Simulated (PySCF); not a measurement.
IrO₃, SMILES [O]=[Ir](=[O])=[O] (connectivity only; charge and spin as stated), neutral, multiplicity 4.

Coordinates come from a PBE-D3(BJ)/def2-TZVP optimisation. The geometry has at least one imaginary mode, so it is a saddle point at that level. The spin state was assumed, not searched. The def2 effective core potentials stand for the cores of Ir; spin–orbit coupling is left out.

Two levels are set side by side: PBE/def2-TZVPD (PySCF) and CAM-B3LYP/def2-TZVPD (PySCF). Same geometry, gas phase. Differences are taken from unrounded values.

| quantity | CAM-B3LYP | PBE | PBE minus CAM-B3LYP |
|---|---|---|---|
| α-spin orbital gap (eV) | 8.37 | 3.11 | -5.26 |
| β-spin orbital gap (eV) | 4.79 | 0.61 | -4.18 |
| mean polarisability (bohr³) | 52.9 | 49.9 | -3.0 |

Rough cost on one machine, each run with all the roots and properties that it gave: CAM-B3LYP against PBE within a factor of 2.
